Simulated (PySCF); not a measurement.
H₂S, SMILES S. Heavy atoms are numbered as in [SH2:1]. Hydrogens are named by the atom that carries them.

The structure is a stationary point at B3LYP-D3(BJ)/def2-TZVP.

The numbers are results of HF/pcSseg-1 in PySCF, not measurements.

GIAO shieldings, no solvent; atoms alike by connectivity are averaged. δ = σ(ref) − σ: ¹H against TMS (σ = 31.99 ppm), references at their B3LYP-D3(BJ)/def2-TZVP geometries, non-relativistic.

Computed chemical shifts:
| nucleus | atoms | count | δ (ppm) |
|---|---|---|---|
| ¹H | H on S1 | 2 | 1.55 |
